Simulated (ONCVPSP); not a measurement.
**Which setting gave this result? (tin (Sn), ONCV)**

Base potential:

Sn, optimised norm-conserving Vanderbilt (ONCV), made with ONCVPSP 4.0.1 (LDA (Perdew-Wang 92), scalar-relativistic). Core [Ar] 3d10 4s2, reference 4p6 4d10 5s2 5p2. Waves: 5s: rc 2.10 bohr, ncon 4, nbas 8, qcut 3.4 1/bohr, 2 projectors, debl 2.9 Ha; 4p+5p: rc 1.20 bohr, ncon 4, nbas 9, qcut 10.1 1/bohr, 2 projectors; 4d: rc 0.95 bohr, ncon 3, nbas 6, qcut 10 1/bohr, 2 projectors, debl 3 Ha. Local part: polynomial inside 0.75 bohr (lpopt 4, dvloc0 0 Ha). Core correction: Teter function, fcfact 1.5, rcfact 1.05.

Cutoffs, loose and tight: the cutoffs (Ha) at which the residual kinetic energy of the hardest occupied pseudo-wave falls to 1 and 0.1 mHa per electron. They do not see the model core or the augmentation charge, which bear on the density cutoff. Test errors are all-electron minus pseudo excitation energies from the reference, over the configurations 4p6 4d10 5s2 5p1; 4p6 4d10 5s2 5p0; 4p6 4d10 5s1 5p0; 4p6 4d10 5s0 5p4; variants that change the core or the reference have their own tests.

Only the scale of all radii but the core radius (base = 1) is moved (1 further runs of the sweep failed or gave no value and are left out):

| scale of all radii but the core radius (base = 1) | cutoff, loose | cutoff, tight | bound ghosts | largest test error (meV) |
| --- | --- | --- | --- | --- |
| 0.9 | 48 Ha | 155 Ha | s | -28 |
| 1.1 | 43 Ha | 53 Ha | s | -34 |
| 1.22 | 42 Ha | 48 Ha | s | -48 |
| 1.32 | 40 Ha | 46 Ha | s | -66 |

Task: One more run gave cutoff, loose: 45 Ha; cutoff, tight: 67 Ha; bound ghosts: s; largest test error (meV): -30. Which value of the scale of all radii but the core radius (base = 1) was used?

Result: 1. The tight cutoff moves one way along this sweep, from 155 Ha at 0.9 to 46 Ha at 1.32, which places the run between 0.9 and 1.1.
